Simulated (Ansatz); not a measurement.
# Molecular dynamics, step by step

SbH5Se (SMILES [SeH2].[SbH3]), closed shell, PBE0-D4/def2-SVP (Ansatz 0.2.0). Settings (timestep in fs, temperature in K; T counts 15 degrees of freedom):

```yaml
hamiltonian: {xc: pbe0, dispersion: d4}
md: {n_steps: 60, timestep: 0.5, temperature: 300, ensemble: nvt_nose_hoover, seed: 384, initial_velocities: maxwell_boltzmann}
```

Start (the SMILES describes the start alone):

Se1  (-0.404, -0.123, -2.520)
H2  (0.100, 1.184, -2.087)
H3  (-0.421, -0.603, -1.134)
Sb4  (0.293, -0.107, 2.150)
H5  (1.536, -0.095, 0.979)
H6  (-0.573, 1.093, 1.298)
H7  (-0.533, -1.348, 1.314)
(Å)

| step | time (fs) | potential energy less the start (meV) | kinetic energy (meV) | T (K) |
| --- | --- | --- | --- | --- |
| 0 | 0.00 | 0.0 | 193.9 | 300 |
| 4 | 2.00 | 14.5 | 179.5 | 278 |
| 8 | 4.00 | 46.0 | 148.2 | 229 |
| 12 | 6.00 | 60.6 | 133.6 | 207 |
| 16 | 8.00 | 55.9 | 138.2 | 214 |
| 20 | 10.00 | 53.8 | 140.4 | 217 |
| 24 | 12.00 | 60.5 | 133.9 | 207 |
| 28 | 14.00 | 51.1 | 143.5 | 222 |
| 32 | 16.00 | 22.7 | 172.0 | 266 |
| 36 | 18.00 | 9.9 | 185.0 | 286 |
| 40 | 20.00 | 23.8 | 171.5 | 265 |
| 44 | 22.00 | 43.8 | 151.9 | 235 |
| 48 | 24.00 | 50.1 | 145.8 | 226 |
| 52 | 26.00 | 49.2 | 146.9 | 227 |
| 56 | 28.00 | 65.4 | 131.1 | 203 |
| 60 | 30.00 | 87.3 | 109.7 | 170 |

Step 4, positions (Å) and forces (eV/Å):

```csv
atom,x,y,z,Fx,Fy,Fz
Se1,-0.404,-0.123,-2.525,-0.035,-0.153,0.156
H2,0.088,1.193,-2.109,0.034,0.088,0.032
H3,-0.408,-0.595,-1.123,0.001,0.064,-0.192
Sb4,0.294,-0.108,2.153,0.515,0.075,-0.089
H5,1.540,-0.097,0.924,-0.359,-0.038,0.306
H6,-0.572,1.117,1.327,-0.085,-0.050,-0.080
H7,-0.545,-1.385,1.385,-0.071,0.014,-0.133
```

Step 52, positions (Å) and forces (eV/Å):

```tsv
atom	x	y	z	Fx	Fy	Fz
Se1	-0.407	-0.123	-2.577	-0.021	0.019	-0.168
H2	-0.058	1.283	-2.336	0.003	0.032	-0.012
H3	-0.255	-0.425	-1.154	0.004	-0.050	0.162
Sb4	0.304	-0.106	2.187	-0.579	-0.222	-0.553
H5	1.034	-0.339	0.633	-0.002	0.089	0.200
H6	-0.889	0.930	1.481	0.285	0.133	0.121
H7	-0.832	-1.358	1.780	0.310	-0.001	0.250
```

Step 56, positions (Å) and forces (eV/Å):

| atom | x | y | z | Fx | Fy | Fz |
| --- | --- | --- | --- | --- | --- | --- |
| Se1 | -0.407 | -0.123 | -2.582 | -0.010 | -0.109 | 0.072 |
| H2 | -0.073 | 1.286 | -2.356 | 0.020 | 0.104 | 0.002 |
| H3 | -0.243 | -0.414 | -1.146 | -0.025 | 0.006 | -0.093 |
| Sb4 | 0.305 | -0.106 | 2.189 | -0.787 | -0.169 | 0.020 |
| H5 | 0.969 | -0.357 | 0.656 | 0.291 | 0.015 | -0.366 |
| H6 | -0.906 | 0.906 | 1.497 | 0.234 | 0.237 | 0.090 |
| H7 | -0.844 | -1.348 | 1.811 | 0.278 | -0.084 | 0.275 |

Last step (60):

| atom | x (Å) | y (Å) | z (Å) |
| --- | --- | --- | --- |
| Se1 | -0.4071 | -0.1226 | -2.5864 |
| H2 | -0.0860 | 1.2921 | -2.3764 |
| H3 | -0.2309 | -0.4016 | -1.1402 |
| Sb4 | 0.3060 | -0.1064 | 2.1918 |
| H5 | 0.9158 | -0.3746 | 0.6669 |
| H6 | -0.9140 | 0.8918 | 1.5166 |
| H7 | -0.8461 | -1.3407 | 1.8519 |

The run took about 64 s on 4 CPU threads of an Arm Neoverse V1 (shared host).
